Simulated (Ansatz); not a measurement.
# Molecular dynamics of H3ISi

Input:

```yaml
crystal:
  periodic: [false, false, false]
  atoms:
    - { symbol: Si, position_ang: [-0.164717, 0.06906, -0.077135] }
    - { symbol: I, position_ang: [1.917144, -0.92795, 0.741527] }
    - { symbol: H, position_ang: [-1.150801, 0.089841, 1.038794] }
    - { symbol: H, position_ang: [-0.675092, -0.759524, -1.204406] }
    - { symbol: H, position_ang: [0.123367, 1.454873, -0.540079] }
basis:
  gaussian: { orbitals: def2-SVP }
hamiltonian:
  xc: pbe0
md:
  timestep: 1.0
  n_steps: 100
  ensemble: nve
  temperature: 700.0
  initial_velocities: maxwell_boltzmann
  seed: 590192
scf:
  lower_state_search: "off"
```

Run as:

```bash
$ ansatz run input.yaml --threads 1 --pin off --max-ram 2048MiB --backend cpu --events-out ev --progress --plain --runs-dir out
```

It starts from a relaxed structure.

Output, in part (one step line in 2, the closing report, with atoms numbered from 0):

```
md step     0: t =     0.00 fs  T =   700.0 K  F+E_penalty+E_count = -16022.46869717 eV  E_kin = 0.271446 eV  conserved = -16022.19725117 eV  (12 SCF iters)
md step     2: t =     2.00 fs  T =   560.6 K  F+E_penalty+E_count = -16022.41249221 eV  E_kin = 0.217371 eV  conserved = -16022.19512109 eV  (19 SCF iters)
md step     4: t =     4.00 fs  T =   391.7 K  F+E_penalty+E_count = -16022.34548090 eV  E_kin = 0.151885 eV  conserved = -16022.19359561 eV  (19 SCF iters)
md step     6: t =     6.00 fs  T =   403.9 K  F+E_penalty+E_count = -16022.35176344 eV  E_kin = 0.156616 eV  conserved = -16022.19514754 eV  (19 SCF iters)
md step     8: t =     8.00 fs  T =   398.7 K  F+E_penalty+E_count = -16022.35101934 eV  E_kin = 0.154620 eV  conserved = -16022.19639905 eV  (19 SCF iters)
md step    10: t =    10.00 fs  T =   237.6 K  F+E_penalty+E_count = -16022.28619866 eV  E_kin = 0.092135 eV  conserved = -16022.19406326 eV  (19 SCF iters)
md step    12: t =    12.00 fs  T =   224.8 K  F+E_penalty+E_count = -16022.28063906 eV  E_kin = 0.087172 eV  conserved = -16022.19346735 eV  (12 SCF iters)
md step    14: t =    14.00 fs  T =   415.7 K  F+E_penalty+E_count = -16022.35792155 eV  E_kin = 0.161196 eV  conserved = -16022.19672603 eV  (19 SCF iters)
md step    16: t =    16.00 fs  T =   412.4 K  F+E_penalty+E_count = -16022.35594330 eV  E_kin = 0.159914 eV  conserved = -16022.19602939 eV  (19 SCF iters)
md step    18: t =    18.00 fs  T =   268.7 K  F+E_penalty+E_count = -16022.29802804 eV  E_kin = 0.104215 eV  conserved = -16022.19381281 eV  (19 SCF iters)
md step    20: t =    20.00 fs  T =   269.4 K  F+E_penalty+E_count = -16022.29908094 eV  E_kin = 0.104481 eV  conserved = -16022.19459947 eV  (19 SCF iters)
md step    22: t =    22.00 fs  T =   319.1 K  F+E_penalty+E_count = -16022.32022272 eV  E_kin = 0.123742 eV  conserved = -16022.19648113 eV  (19 SCF iters)
md step    24: t =    24.00 fs  T =   182.1 K  F+E_penalty+E_count = -16022.26587855 eV  E_kin = 0.070596 eV  conserved = -16022.19528217 eV  (19 SCF iters)
md step    26: t =    26.00 fs  T =    43.9 K  F+E_penalty+E_count = -16022.20989423 eV  E_kin = 0.017030 eV  conserved = -16022.19286454 eV  (13 SCF iters)
md step    28: t =    28.00 fs  T =   183.8 K  F+E_penalty+E_count = -16022.26680565 eV  E_kin = 0.071289 eV  conserved = -16022.19551674 eV  (19 SCF iters)
md step    30: t =    30.00 fs  T =   294.1 K  F+E_penalty+E_count = -16022.31044387 eV  E_kin = 0.114051 eV  conserved = -16022.19639243 eV  (19 SCF iters)
md step    32: t =    32.00 fs  T =   238.6 K  F+E_penalty+E_count = -16022.28660611 eV  E_kin = 0.092526 eV  conserved = -16022.19407967 eV  (19 SCF iters)
md step    34: t =    34.00 fs  T =   293.4 K  F+E_penalty+E_count = -16022.30792750 eV  E_kin = 0.113758 eV  conserved = -16022.19416931 eV  (19 SCF iters)
md step    36: t =    36.00 fs  T =   456.1 K  F+E_penalty+E_count = -16022.37308270 eV  E_kin = 0.176865 eV  conserved = -16022.19621769 eV  (19 SCF iters)
md step    38: t =    38.00 fs  T =   452.3 K  F+E_penalty+E_count = -16022.37180721 eV  E_kin = 0.175376 eV  conserved = -16022.19643122 eV  (19 SCF iters)
md step    40: t =    40.00 fs  T =   284.2 K  F+E_penalty+E_count = -16022.30386187 eV  E_kin = 0.110221 eV  conserved = -16022.19364125 eV  (19 SCF iters)
md step    42: t =    42.00 fs  T =   295.7 K  F+E_penalty+E_count = -16022.30913672 eV  E_kin = 0.114667 eV  conserved = -16022.19446946 eV  (19 SCF iters)
md step    44: t =    44.00 fs  T =   395.7 K  F+E_penalty+E_count = -16022.34996763 eV  E_kin = 0.153460 eV  conserved = -16022.19650792 eV  (19 SCF iters)
md step    46: t =    46.00 fs  T =   334.3 K  F+E_penalty+E_count = -16022.32419070 eV  E_kin = 0.129649 eV  conserved = -16022.19454159 eV  (19 SCF iters)
md step    48: t =    48.00 fs  T =   334.0 K  F+E_penalty+E_count = -16022.32309982 eV  E_kin = 0.129500 eV  conserved = -16022.19360017 eV  (19 SCF iters)
md step    50: t =    50.00 fs  T =   521.3 K  F+E_penalty+E_count = -16022.39762557 eV  E_kin = 0.202169 eV  conserved = -16022.19545670 eV  (19 SCF iters)
md step    52: t =    52.00 fs  T =   645.9 K  F+E_penalty+E_count = -16022.44725091 eV  E_kin = 0.250473 eV  conserved = -16022.19677757 eV  (19 SCF iters)
md step    54: t =    54.00 fs  T =   544.2 K  F+E_penalty+E_count = -16022.40585361 eV  E_kin = 0.211011 eV  conserved = -16022.19484225 eV  (19 SCF iters)
md step    56: t =    56.00 fs  T =   470.9 K  F+E_penalty+E_count = -16022.37656438 eV  E_kin = 0.182611 eV  conserved = -16022.19395292 eV  (19 SCF iters)
md step    58: t =    58.00 fs  T =   521.7 K  F+E_penalty+E_count = -16022.39887813 eV  E_kin = 0.202301 eV  conserved = -16022.19657681 eV  (19 SCF iters)
md step    60: t =    60.00 fs  T =   393.3 K  F+E_penalty+E_count = -16022.34814934 eV  E_kin = 0.152523 eV  conserved = -16022.19562659 eV  (19 SCF iters)
md step    62: t =    62.00 fs  T =   188.3 K  F+E_penalty+E_count = -16022.26640913 eV  E_kin = 0.073035 eV  conserved = -16022.19337379 eV  (19 SCF iters)
md step    64: t =    64.00 fs  T =   197.1 K  F+E_penalty+E_count = -16022.27073411 eV  E_kin = 0.076414 eV  conserved = -16022.19432052 eV  (18 SCF iters)
md step    66: t =    66.00 fs  T =   305.8 K  F+E_penalty+E_count = -16022.31474491 eV  E_kin = 0.118599 eV  conserved = -16022.19614631 eV  (18 SCF iters)
md step    68: t =    68.00 fs  T =   269.9 K  F+E_penalty+E_count = -16022.30013113 eV  E_kin = 0.104664 eV  conserved = -16022.19546664 eV  (18 SCF iters)
md step    70: t =    70.00 fs  T =   199.0 K  F+E_penalty+E_count = -16022.27062396 eV  E_kin = 0.077164 eV  conserved = -16022.19346014 eV  (18 SCF iters)
md step    72: t =    72.00 fs  T =   318.2 K  F+E_penalty+E_count = -16022.31912473 eV  E_kin = 0.123374 eV  conserved = -16022.19575031 eV  (18 SCF iters)
md step    74: t =    74.00 fs  T =   357.6 K  F+E_penalty+E_count = -16022.33532007 eV  E_kin = 0.138658 eV  conserved = -16022.19666216 eV  (18 SCF iters)
md step    76: t =    76.00 fs  T =   192.8 K  F+E_penalty+E_count = -16022.26886520 eV  E_kin = 0.074771 eV  conserved = -16022.19409372 eV  (18 SCF iters)
md step    78: t =    78.00 fs  T =   140.4 K  F+E_penalty+E_count = -16022.24813676 eV  E_kin = 0.054463 eV  conserved = -16022.19367326 eV  (12 SCF iters)
md step    80: t =    80.00 fs  T =   273.0 K  F+E_penalty+E_count = -16022.30133832 eV  E_kin = 0.105880 eV  conserved = -16022.19545854 eV  (18 SCF iters)
md step    82: t =    82.00 fs  T =   351.2 K  F+E_penalty+E_count = -16022.33220092 eV  E_kin = 0.136185 eV  conserved = -16022.19601550 eV  (19 SCF iters)
md step    84: t =    84.00 fs  T =   323.3 K  F+E_penalty+E_count = -16022.31915008 eV  E_kin = 0.125350 eV  conserved = -16022.19379977 eV  (19 SCF iters)
md step    86: t =    86.00 fs  T =   457.4 K  F+E_penalty+E_count = -16022.37191390 eV  E_kin = 0.177390 eV  conserved = -16022.19452432 eV  (19 SCF iters)
md step    88: t =    88.00 fs  T =   651.9 K  F+E_penalty+E_count = -16022.44990591 eV  E_kin = 0.252793 eV  conserved = -16022.19711339 eV  (19 SCF iters)
md step    90: t =    90.00 fs  T =   586.0 K  F+E_penalty+E_count = -16022.42266766 eV  E_kin = 0.227234 eV  conserved = -16022.19543342 eV  (19 SCF iters)
md step    92: t =    92.00 fs  T =   447.0 K  F+E_penalty+E_count = -16022.36711124 eV  E_kin = 0.173333 eV  conserved = -16022.19377846 eV  (19 SCF iters)
md step    94: t =    94.00 fs  T =   458.5 K  F+E_penalty+E_count = -16022.37282085 eV  E_kin = 0.177798 eV  conserved = -16022.19502252 eV  (19 SCF iters)
md step    96: t =    96.00 fs  T =   464.4 K  F+E_penalty+E_count = -16022.37637066 eV  E_kin = 0.180070 eV  conserved = -16022.19630030 eV  (19 SCF iters)
md step    98: t =    98.00 fs  T =   311.2 K  F+E_penalty+E_count = -16022.31524964 eV  E_kin = 0.120674 eV  conserved = -16022.19457587 eV  (19 SCF iters)
md step   100: t =   100.00 fs  T =   241.5 K  F+E_penalty+E_count = -16022.28688439 eV  E_kin = 0.093656 eV  conserved = -16022.19322829 eV  (12 SCF iters)
Total energy: -16022.28690512 eV, -588.8081834672 hartree
Atom 0 at    -0.212743     0.085241    -0.092672 Å, force     1.868238     0.727579    -0.161078 eV/Å
Atom 1 at     1.927969    -0.932023     0.746154 Å, force    -0.609095     0.108296    -0.277435 eV/Å
Atom 2 at    -1.164116     0.002936     0.984096 Å, force    -0.567248     0.328804     0.855447 eV/Å
Atom 3 at    -0.816027    -0.588305    -1.204823 Å, force    -0.257092    -0.820422    -0.937134 eV/Å
Atom 4 at     0.252924     1.432543    -0.634610 Å, force    -0.434802    -0.344258     0.520200 eV/Å
Dipole moment:    -0.295158     0.138506    -0.084089 e Å
```

All steps were run. The conserved energy stayed within 0.88 meV per atom of its start (net change 0.8 meV per atom), so the integration is sound. The temperature averaged 0.54 of the 700 K drawn at the start: a run that starts near a minimum puts about half its kinetic energy into the potential. A run of 0.1 ps of so small a system gives no equilibrium averages.

The same pairs are bonded in the first frame and the last. Pairs count as bonded within 1.25 times the sum of covalent radii (0.12 Å more for H–H).

Last frame:

```xyz
5
Properties=species:S:1:pos:R:3
Si -0.213 0.085 -0.093
I 1.928 -0.932 0.746
H -1.164 0.003 0.984
H -0.816 -0.588 -1.205
H 0.253 1.433 -0.635
```

The run took 120 s on 1 thread of Arm Neoverse V2 (shared host), peak memory 0.1 GiB.
